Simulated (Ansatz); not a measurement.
Si₂Sn₅⁻. The state is a doublet with charge -1. Geometry PBE-D4/def2-SVP, that of the neutral singlet; atoms count from 1.

```xyz
7

Si   -0.023   -0.679   -0.936
Si    2.193    0.332   -0.542
Sn    0.233    1.995   -1.585
Sn   -2.377    0.727   -0.580
Sn    0.102    1.042    1.407
Sn   -1.598   -1.645    1.121
Sn    1.470   -1.772    1.116
```

In the def2 sets Sn takes a core potential; there is no spin–orbit coupling. The structure comes from a short search, and lower isomers may exist.

Q: Estimate the Mulliken populations from the PBE0/def2-SVP orbitals of Ansatz.

A: 
```json
{"atom": "Si1", "charge (e)": "-0.38", "spin (α − β)": "0.31"}
{"atom": "Si2", "charge (e)": "-0.21", "spin (α − β)": "0.09"}
{"atom": "Sn3", "charge (e)": "-0.05", "spin (α − β)": "0.17"}
{"atom": "Sn4", "charge (e)": "-0.11", "spin (α − β)": "0.18"}
{"atom": "Sn5", "charge (e)": "-0.09", "spin (α − β)": "-0.09"}
{"atom": "Sn6", "charge (e)": "-0.11", "spin (α − β)": "0.18"}
{"atom": "Sn7", "charge (e)": "-0.05", "spin (α − β)": "0.17"}
```
Mulliken values and Mayer orders depend strongly on the basis.

Q: Where does the spin sit?

A: Summed by element: Si 0.40, Sn 0.60, of 1 unpaired in all. Largest on single atoms: Si1 0.31, Sn4 0.18, Sn6 0.18.

Q: And the Mayer bond orders between bonded heavy atoms (over 0.3)?

A: Si1–Si2 0.61 (2.47 Å); Si1–Sn3 0.50 (2.76 Å); Si1–Sn4 0.53 (2.76 Å); Si1–Sn5 0.43 (2.91 Å); Si1–Sn6 0.53 (2.76 Å); Si1–Sn7 0.50 (2.76 Å); Si2–Sn3 0.67 (2.77 Å); Si2–Sn5 0.49 (2.95 Å); Si2–Sn7 0.67 (2.77 Å); Sn3–Sn4 0.65 (3.07 Å); Sn3–Sn5 0.47 (3.14 Å); Sn4–Sn5 0.45 (3.19 Å); Sn4–Sn6 0.72 (3.02 Å); Sn5–Sn6 0.45 (3.19 Å); Sn5–Sn7 0.47 (3.14 Å); Sn6–Sn7 0.65 (3.07 Å).
